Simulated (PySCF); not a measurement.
Simulated outer-valence photoelectron spectrum of `FC(F)C(F)(F)F` (pentafluoroethane). The calculation used EOM-IP-CCSD/aug-cc-pVDZ in PySCF, restricted Hartree–Fock reference, 7 core orbitals frozen, non-relativistic, gas phase, PBE0-D3(BJ)/def2-SVP geometry.

Each root has a Gaussian of 0.4 eV full width with its one-hole share as area; cross sections and vibrations are left out, and the highest printed point is 100.

```
ionisation energy (eV)  intensity
                  12.9          0
                  13.0          1
                  13.1          2
                  13.2          8
                  13.3         19
                  13.4         31
                  13.5         37
                  13.6         31
                  13.7         18
                  13.8          7
                  13.9          2
                  14.0          0
                  14.1          0
                  14.2          0
                  14.3          0
                  14.4          0
                  14.5          0
                  14.6          0
                  14.7          0
                  14.8          0
                  14.9          0
                  15.0          1
                  15.1          3
                  15.2         12
                  15.3         32
                  15.4         64
                  15.5         93
                  15.6        100
                  15.7         81
                  15.8         54
                  15.9         38
                  16.0         45
                  16.1         64
                  16.2         74
                  16.3         65
                  16.4         49
                  16.5         41
                  16.6         40
                  16.7         35
                  16.8         24
                  16.9         13
                  17.0          9
                  17.1         15
                  17.2         27
                  17.3         36
                  17.4         34
                  17.5         23
                  17.6         11
                  17.7          4
                  17.8          1
                  17.9          0
```

Question: Where are the maxima, and how many lines lie under the curve?

Answer: 4 maxima, at 13.5, 15.6, 16.2 and 17.3 eV, from 8 lines. At this width some lines have no maximum of their own.

Question: List the lines with their holes.

Answer: 
```json
{"E (eV)": "13.50", "leading hole (HF orbital)": "HOMO", "area": "0.96", "Koopmans (eV)": "15.18"}
{"E (eV)": "15.53", "leading hole (HF orbital)": "HOMO-2", "area": "0.95", "Koopmans (eV)": "18.14"}
{"E (eV)": "15.53", "leading hole (HF orbital)": "HOMO-1", "area": "0.95", "Koopmans (eV)": "17.46"}
{"E (eV)": "15.68", "leading hole (HF orbital)": "HOMO-3", "area": "0.95", "Koopmans (eV)": "18.35"}
{"E (eV)": "16.18", "leading hole (HF orbital)": "HOMO-5", "area": "0.95", "Koopmans (eV)": "18.76"}
{"E (eV)": "16.22", "leading hole (HF orbital)": "HOMO-4", "area": "0.95", "Koopmans (eV)": "18.76"}
{"E (eV)": "16.64", "leading hole (HF orbital)": "HOMO-6", "area": "0.95", "Koopmans (eV)": "19.27"}
{"E (eV)": "17.33", "leading hole (HF orbital)": "HOMO-7", "area": "0.95", "Koopmans (eV)": "19.92"}
```

The widest gap, 2.03 eV, lies between 13.50 and 15.53 eV. Only orbitals with −ε under 21 eV, eight at most, were ionised, so the high end of the curve may lack lines.

The values belong to the conformer `[F:1][CH:2]([F:3])[C:4]([F:5])([F:6])[F:7]`: F1–C2–C4–F5 60°.
